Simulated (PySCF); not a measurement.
# Dipole response of Sn (tin, neutral)

[Kr] 4d10 5s2 5p2, high-spin 3P determinant. Computed with PySCF 2.14 in aug-cc-pV5Z-PP with ECP28MDF, with a scalar-relativistic core potential. Coupled (time-dependent) response in atomic units; α is the mean over directions.

```
method  mean α (bohr³)         α xx, yy, zz  C₆ (like pair)  S(−4)
   UHF           57.16  46.96, 62.26, 62.26           633.1   1131
   PBE           62.02  48.15, 68.96, 68.96           675.5   1658
```

S(−4) is the Cauchy moment in α(ω) = α(0) + S(−4) ω² + …

Reference α: 53 ± 6 bohr³ (recommended; Schwerdtfeger and Nagle, table of static dipole polarizabilities (2023 update)). Published C₆: 659.0 (Chu and Dalgarno (2004); Tang, Norbeck and Certain (1976)).

Spin-orbit coupling is absent.

α(iu) at PBE:

```json
{"u (hartree)": "0", "α(iu) (bohr³)": "62.02"}
{"u (hartree)": "0.0500", "α(iu) (bohr³)": "58.25"}
{"u (hartree)": "0.100", "α(iu) (bohr³)": "49.99"}
{"u (hartree)": "0.200", "α(iu) (bohr³)": "34.15"}
{"u (hartree)": "0.300", "α(iu) (bohr³)": "23.78"}
{"u (hartree)": "0.500", "α(iu) (bohr³)": "13.22"}
{"u (hartree)": "0.750", "α(iu) (bohr³)": "7.806"}
{"u (hartree)": "1.00", "α(iu) (bohr³)": "5.325"}
{"u (hartree)": "1.50", "α(iu) (bohr³)": "3.110"}
{"u (hartree)": "2.00", "α(iu) (bohr³)": "2.114"}
{"u (hartree)": "3.00", "α(iu) (bohr³)": "1.192"}
{"u (hartree)": "5.00", "α(iu) (bohr³)": "0.5339"}
```

The components differ because the open shell of this determinant is not spherical; for a pure term their mean is the scalar polarisability.

Energies and moments cover only the electrons outside the core potential.
